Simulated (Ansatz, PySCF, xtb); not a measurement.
Noncovalent pair: H2S (SMILES S) (first 3 atoms) with HI (SMILES I); geometry from B3LYP-D3(BJ)/def2-TZVP, rigid monomers moved along the line of their centres of mass till S1···H5 is 2.23 Å.
(charge 0, multiplicity 1):
```xyz
5

S     -0.0946     0.0723     0.1021
H      0.0562     1.4018     0.2197
H     -1.3905     0.1264     0.4512
I      0.7286    -0.1824     3.8645
H      0.4509    -0.1582     2.2550
```

Interaction energies are E(AB) − E(A) − E(B) at the monomers' geometry in the complex; basis-set methods are counterpoise corrected. Rows marked so take none.

Rows in STO-3G carry no dispersion term and start afresh at each structure; the Pople sets are all-electron and without relativity.

Programs: Ansatz (a first-principles code) with Gaussian orbitals; PySCF for STO-3G rows, the dispersion terms; xtb for the GFN methods. Values without a source in brackets are computed. In def2 rows elements past Kr take small-core potentials, without spin–orbit coupling.

Problem. One of these levels gives -11.1 kJ/mol for the interaction energy. Which?
A) PBE/def2-TZVPPD
B) HF/STO-3G (no counterpoise)
C) GFN1-xTB
D) PBE0-D4/def2-TZVPPD

Solution. A, PBE/def2-TZVPPD. The others give -5.7 (GFN1-xTB), -7.5 (HF/STO-3G (no counterpoise)), -12.6 (PBE0-D4/def2-TZVPPD)
